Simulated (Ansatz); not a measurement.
Correlation energies of C₃H₁₁GaSi, SMILES `C[Si](C)(C)[GaH2]` by basis set

Z-matrix (Å, degrees):
```
C
Si 1 1.884
H 1 1.093 2 111.4
H 1 1.095 2 110.2 3 119.7
H 1 1.093 2 111.7 3 -120.7
C 2 1.885 1 108.5 3 -61.0
C 2 1.880 1 109.0 3 -179.5
Ga 2 2.423 1 109.6 3 57.9
H 6 1.093 2 111.4 1 60.7
H 6 1.093 2 111.7 1 -178.4
H 6 1.095 2 110.1 1 -58.9
H 7 1.093 2 111.4 1 -60.8
H 7 1.094 2 110.6 1 59.2
H 7 1.093 2 111.3 1 179.2
H 8 1.582 2 121.1 1 -54.0
H 8 1.581 2 123.8 1 126.5
```

Charge 0, multiplicity 1. Correlated methods include outer-core shells of Ga, which these sets cover unevenly. Scalar relativity is left out up to krypton. The structure was optimised at the PBE0-D4/def2-TZVP level. Frozen core, restricted reference, Ansatz.

```tsv
basis	HF (Eh)	MP2 corr.
def2-SVP	-2331.77581	-0.75448
def2-TZVPP	-2332.25892	-0.89681
def2-QZVPP	-2332.31393	-1.18699
```

Task: Estimate the CCSD correlation energy and the (T) correction in each basis where they were run (hartree).

Result: 
```csv
basis,CCSD corr.,(T)
def2-SVP,-0.81679,-0.02480
def2-TZVPP,-0.95588,-0.03718
```
